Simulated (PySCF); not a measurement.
These 2 structures share the formula C5H9BO3. The calculation used PySCF 2.14.0, PBE0-D3(BJ)/def2-SVP geometry optimisation, gas phase. Energies are electronic, without zero-point or thermal terms, for one conformer each. No frequencies were run at this level. Point groups hold within 0.08 Å.

Question: Order them by energy at this level, lowest first, and give relative energies in kJ/mol.
A. `[CH3:1][CH2:2][O:3][C:4]1=[CH:5][O:6][BH2-:7][O+:8]=[CH:9]1` with C1–C2–O3–C4 178°, C2–O3–C4–C5 164°, C4–C5–O6–B7 -14°, C5–O6–B7–O8 43°, O6–B7–O8–C9 -45°, O3–C4–C9–O8 -178°
B. `[CH3:1][C:2](=[O:3])[C@@H:4]1[CH2:5][CH2:6][O:7][BH:8][O:9]1` with C1–C2–C4–C5 148°, C2–C4–C5–C6 -76°, C4–C5–C6–O7 -51°, C5–C6–O7–B8 27°, C6–O7–B8–O9 1°

Answer: B (0.0), A (236.2).

```tsv
SMILES	E (Eh)	E rel (kJ/mol)	dipole (D)	point group	A, B, C (MHz)
CC(=O)[C@@H]1CCOBO1	-445.74077	0.0	0.89	C1	2699, 1443, 1161
CCOC1=CO[BH2-][O+]=C1	-445.65080	236.2	5.38	C1	4558, 910.9, 782.4
```

Q: How do the relative energies change in single points at PBE0/pcSseg-1 (no added dispersion term) on the same geometries?

A: 
| SMILES | PBE0-D3(BJ)/def2-SVP (kJ/mol) | PBE0/pcSseg-1 (kJ/mol) | shift |
| --- | --- | --- | --- |
| CC(=O)[C@@H]1CCOBO1 | 0.0 | 0.0 | 0.0 |
| CCOC1=CO[BH2-][O+]=C1 | 236.2 | 242.0 | +5.8 |

Each column counts from its own lowest isomer. The order is unchanged; the largest shift is 5.8 kJ/mol.
